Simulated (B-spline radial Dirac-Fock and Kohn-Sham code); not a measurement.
**Two-hole binding energies of Gd³⁴⁺**

System: Gd³⁴⁺, configuration 1s2 2s2 2p6 3s2 3p6 3d10 4s2.

Method: Dirac-Fock energy differences between relaxed states, corrected for Breit and QED terms. Computed with a B-spline atomic structure program. U is the two-hole binding energy less the two single-hole energies, the effective repulsion of the holes after relaxation. Each two-hole energy is an average over J within one jj subconfiguration.

```csv
holes,E(a) (eV),E(b) (eV),E(ab) (eV),U (eV)
1s⁻¹ 2p3/2⁻¹,51651.9,8627.2,60612.8,333.7
1s⁻¹ 3p1/2⁻¹,51651.9,2998.0,54794.2,144.3
1s⁻¹ 3p3/2⁻¹,51651.9,2848.1,?,?
2s⁻¹ 2p1/2⁻¹,9763.3,9318.1,19301.7,220.4
2s⁻¹ 2p3/2⁻¹,9763.3,8627.2,18602.4,211.9
2p1/2⁻¹ 2p3/2⁻¹,9318.1,8627.2,18195.6,250.3
2s⁻¹ 3p1/2⁻¹,9763.3,2998.0,12882.7,121.5
2s⁻¹ 3p3/2⁻¹,9763.3,2848.1,12728.1,116.8
2p1/2⁻¹ 3s⁻¹,9318.1,3189.7,12626.2,118.4
2p1/2⁻¹ 3d5/2⁻¹,9318.1,2499.5,11945.5,127.9
2p3/2⁻¹ 3s⁻¹,8627.2,3189.7,11934.2,117.2
2p3/2⁻¹ 3p1/2⁻¹,8627.2,2998.0,11749.3,124.1
3p1/2⁻²,2998.0,2998.0,6095.9,100.0
3d3/2⁻¹ 3d5/2⁻¹,2531.7,2499.5,5135.1,104.0
```

Problem. Give the missing two-hole energy and U.

Solution. E(ab) = 54633.9 eV and U = 133.8 eV.
